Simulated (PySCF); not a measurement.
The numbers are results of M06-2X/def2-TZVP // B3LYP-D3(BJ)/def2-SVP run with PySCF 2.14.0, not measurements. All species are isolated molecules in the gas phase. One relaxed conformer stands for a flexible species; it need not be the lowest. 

Reference species (SMILES): `[O](C)[Sn]([O]C)([O]C)[O]C` (neutral, multiplicity 1).

| Quantity | Result |
|---|---|
| HOMO–LUMO gap | 8.83 eV |

Changed species: `[SnH4]` (4 of 4 OCH3 replaced by H; the reference has 0 of 4 OCH3 replaced by H).

Problem. Predict the effect on the HOMO–LUMO gap.

Solution. the HOMO–LUMO gap rises by 2.61 eV, to 11.44 eV.
